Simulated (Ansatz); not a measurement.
Calculated with Ansatz (gas phase, PBE0-D4/def2-TZVP geometries, no zero-point term in ΔE). CBS: MP2 limit from def2 TZ/QZ plus the TZ coupled-cluster correction, frozen cores. This one scheme is used for every species. DFT in def2-TZVPP. One conformer a species, not always the lowest.

Consider the ligand exchange at the Si–O bond: `COC[SiH2]O` + PH₃ → `COC[SiH2]P` + H₂O.

`COC[SiH2]O`:

Cartesian coordinates in Å:
```
C 0.525 -1.668 0.351
O 1.076 -0.566 -0.321
C 0.103 0.181 -1.042
Si -0.858 1.327 0.127
O 0.238 1.881 1.226
H -0.234 -1.369 1.087
H 0.060 -2.370 -0.354
H 1.339 -2.173 0.871
H 0.660 0.797 -1.755
H -0.544 -0.483 -1.632
H -1.973 0.619 0.816
H -1.434 2.471 -0.627
H 1.042 1.353 1.251
```

PH₃:

Cartesian coordinates in Å:
```
P 0.031 -0.473 0.336
H 1.156 0.339 0.035
H -0.789 0.644 0.646
H -0.399 -0.511 -1.017
```

`COC[SiH2]P`:

```xyz
14

C    -1.682   -1.502   -1.368
O    -0.892   -1.217   -0.245
C    -0.119   -0.054   -0.410
Si    0.905    0.232    1.151
P     2.137    2.095    0.813
H    -2.389   -0.686   -1.577
H    -1.064   -1.662   -2.262
H    -2.243   -2.412   -1.155
H     0.554   -0.143   -1.278
H    -0.760    0.823   -0.603
H     1.854   -0.895    1.351
H     0.009    0.329    2.333
H     1.065    2.981    1.104
H     2.626    2.113    2.146
```

H₂O:

```xyz
3

O     0.254    0.218   -0.198
H    -0.132   -0.617   -0.468
H    -0.122    0.399    0.666
```

Q: Is it downhill or uphill in electronic energy at CCSD(T)/CBS, and by how much? (An estimate is asked.)

A: The calculation gave: Uphill: ΔE = +62.7 kJ/mol.

Q: What do these levels give: PBE-D4, PBE0-D4, ωB97M-V, PBE, PBE0, MP2/def2-TZVPP, SCS-MP2/def2-TZVPP, CCSD(T)/def2-TZVPP, HF/def2-QZVPP, MP2/def2-QZVPP, HF/CBS(def2), MP2/CBS(def2)? (An estimate is asked.)

A: The calculation gave: PBE-D4 51.9, PBE0-D4 54.2, ωB97M-V 70.3, PBE 53.6, PBE0 55.9, MP2/def2-TZVPP 66.7, SCS-MP2/def2-TZVPP 72.5, CCSD(T)/def2-TZVPP 67.4, HF/def2-QZVPP 83.8, MP2/def2-QZVPP 64.0, HF/CBS(def2) 83.9, MP2/CBS(def2) 61.9 kJ/mol.

Largest T1 diagnostic among the species: 0.013.

In def2-TZVPP, CCSD(T) changes the Hartree–Fock value by −16.2 kJ/mol (the triples alone add −2.6 kJ/mol) and MP2 by −16.9 kJ/mol.
